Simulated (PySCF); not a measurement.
Atom-mapped SMILES (the numbers label the heavy atoms): `[H]/[N:1]=[CH:2]/[C@@H:3]1[CH2:4][SiH2:5][NH:6]1`; H(Xn) means a hydrogen on atom n. Ha(C4), Ha(Si5) are cis to C2 on the ring; Hb(C4), Hb(Si5) are trans to C2 on the ring.

- GFN2-xTB geometry
- GIAO PBE0/pcSseg-1 shieldings
- program: PySCF 2.14
- no solvent, no relativistic terms, a single conformation

**Question.** Predict the 2D correlation tables (HSQC, COSY, HMBC).

**Answer.** 

HSQC (one-bond C–H):
```csv
δH,δC
8.49 (H(C2)),180.6 (C2)
4.54 (H(C3)),64.5 (C3)
1.94 (Hb(C4)),14.3 (C4)
1.13 (Ha(C4)),14.3 (C4)
```

COSY cross peaks (H two or three bonds apart, from the bond graph; peaks can be absent where the dihedral angle is near 90°):
```csv
δH,δH
8.49 (H(C2)),4.54 (H(C3))
5.60 (Ha(Si5)),5.54 (Hb(Si5))
5.60 (Ha(Si5)),1.94 (Hb(C4))
5.60 (Ha(Si5)),1.13 (Ha(C4))
5.54 (Hb(Si5)),1.94 (Hb(C4))
5.54 (Hb(Si5)),1.13 (Ha(C4))
4.54 (H(C3)),1.94 (Hb(C4))
4.54 (H(C3)),1.13 (Ha(C4))
1.94 (Hb(C4)),1.13 (Ha(C4))
```

HMBC (two and three bonds, from the bond graph):
```csv
δH,δC
8.49 (H(C2)),"64.5 (C3), 14.3 (C4)"
5.60 (Ha(Si5)),"64.5 (C3), 14.3 (C4)"
5.54 (Hb(Si5)),"64.5 (C3), 14.3 (C4)"
4.54 (H(C3)),"180.6 (C2), 14.3 (C4)"
1.94 (Hb(C4)),"180.6 (C2), 64.5 (C3)"
1.13 (Ha(C4)),"180.6 (C2), 64.5 (C3)"
```

References, each an isolated molecule treated in the same way: TMS for 1H (σ = 31.72 ppm) and 13C (σ = 186.93 ppm).

Short H···H contacts in this conformer between protons four or more bonds apart (candidates for NOE cross peaks, intensity ∝ r⁻⁶): H(C2)···Ha(C4) 2.69 Å.

The OH or NH signal is concentration- and solvent-dependent in practice; the value given is the gas-phase one. Shifts are as computed. Against solution values, carbons near 30 ppm lie about +3 ppm off and those near 130 ppm about +5 ppm. Of 1309 compounds with measured shifts, 239 miss one by over three times the rms of a fit or turn the order of signals round; such compounds aren't used in these exercises.
